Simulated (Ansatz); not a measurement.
Species: 3,3,3-trifluoroprop-1-yne, C₃HF₃ (charge 0, singlet). 
Structure (B3LYP-D3(BJ)/def2-TZVP (Ansatz, an electronic-structure program) minimum search):
```xyz
7

C      2.3167    -0.1977     0.0087
C      1.1258    -0.0961     0.0042
C     -0.3291     0.0281    -0.0012
F     -0.8021     0.2974     1.2287
F     -0.9158    -1.1070    -0.4214
F     -0.7329     1.0187    -0.8165
H      3.3763    -0.2881     0.0127
```
Charge 0, spin multiplicity 1.

Wanted: atomisation energy (electronic, to ground-state atoms), in kJ/mol. Valence correlation only, unless marked. Open shells are spin-unrestricted. Spin-orbit coupling is left out. Non-relativistic. The coupled-cluster limit lacks core correlation, which all-electron functionals hold. Basis-set limits of correlation are two-point, X^-3; Hartree-Fock from the larger set.

```tsv
level	program	atomisation energy (kJ/mol)
BLYP-D4/def2-TZVPD	Ansatz + dftd4	3112.9
revPBE-D4/def2-TZVPD	Ansatz + dftd4	3118.0
revPBE/def2-TZVPD	Ansatz	3077.6
B3LYP-D3(BJ)/def2-TZVPD	Ansatz + dftd3	3064.7
PBE0-D3(BJ)/def2-TZVPD	Ansatz + dftd3	3113.1
PBE0/def2-TZVPD	Ansatz	3104.5
BHLYP/def2-TZVPD	Ansatz	___
r2SCANh-D4/def2-TZVPD	Ansatz + dftd4	3062.3
LC-wPBE-D3(BJ)/def2-TZVPD	Ansatz + dftd3	___
RPA@PBE/cc-pVQZ	Ansatz	2805.6
SCS-MP2/cc-pVDZ	Ansatz	2864.7
CCSD(T)/CBS(aug-cc-pVTZ,aug-cc-pVQZ)	Ansatz	___
```

### Question
What belongs in the gaps?

### Answer

- BHLYP/def2-TZVPD, atomisation energy (kJ/mol): 2877.4
- LC-wPBE-D3(BJ)/def2-TZVPD, atomisation energy (kJ/mol): 3116.4
- CCSD(T)/CBS(aug-cc-pVTZ,aug-cc-pVQZ), atomisation energy (kJ/mol): 3086.0
